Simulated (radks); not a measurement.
Results of a calculation; reference values are marked as such.
Initial-state core-level shifts of neutral terbium when its valence configuration changes from [Xe] 4f9 6s2. Code: a radial shooting solver on a logarithmic mesh with Libxc functionals. Model: Dirac Kohn-Sham, BLYP, spin-unpolarised, spherical densities, point nucleus; open shells are shared between the two j in proportion to 2j + 1. Shifts are changes of the shell-averaged eigenvalues in eV (positive: less bound).

valence	1s	3s	4d	5s
4f8 5d1 6s2	-6.334	-7.653	-6.910	-3.779
4f9 5d0.5 6s1.5	+0.402	+0.412	+0.434	+0.491
4f9 5d0.5 6s0.5 6p1	-0.869	-0.822	-0.815	-0.802
4f7.5 5d1.5 6s2	-9.840	-11.977	-10.694	-5.625
4f9 6p2	-2.668	-2.596	-2.631	-2.723
4f7 6s2 6p2	-20.609	-23.760	-21.837	-14.408
4f8 6s2 6p1	-9.485	-10.833	-10.126	-7.008
4f7 5d2 6s2	-13.545	-16.589	-14.656	-7.446
